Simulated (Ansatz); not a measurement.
The cluster Sn5Cl4⁺, relaxed as a doublet with UKS PBE-D4/def2-SVP in Ansatz, starting from the GFN2-xTB geometry. Force threshold 0.03 eV/Å.

In the def2 sets Sn takes a core potential; there is no spin–orbit coupling. The structure comes from a short search, and lower isomers may exist.

Start:

```csv
atom,x (Å),y (Å),z (Å)
Sn1,0.549,-1.103,3.529
Sn2,-2.057,-1.385,0.339
Sn3,0.785,3.094,-0.566
Sn4,0.437,0.289,1.078
Sn5,1.784,-0.943,-1.430
Cl6,-0.567,-2.102,-1.545
Cl7,1.425,1.277,-2.449
Cl8,-1.350,3.559,-1.275
Cl9,-1.004,-2.687,2.321
```

**Question.** Estimate the energy that the relaxation releases and the steps that it takes.

**Answer.** 1.00 eV, in 13 steps; 44 s on 4 threads of Intel Xeon 6975P-C on a shared host. No frequencies were taken in this run, so the end may be a saddle point.

**Question.** Does the start keep its bonding?

**Answer.** By distances, no bond broke or formed. The bond that changes most is Sn3–Cl8, from 2.30 to 2.56 Å (atoms count from 1).

**Question.** Predict the relaxed structure.

**Answer.** 
```xyz
9

Sn    0.205   -0.974    3.576
Sn   -1.754   -0.628    0.212
Sn    0.901    2.985   -0.757
Sn    0.767    0.769    1.313
Sn    1.470   -1.064   -1.069
Cl   -0.848   -1.753   -1.996
Cl    1.539    1.123   -2.521
Cl   -1.532    2.199   -0.648
Cl   -0.748   -2.656    1.891
```
Bond lengths (bridged metal pairs left out): 7 × Cl–Sn 2.56 to 2.82 Å; 4 × Sn–Sn 2.91 to 3.09 Å.
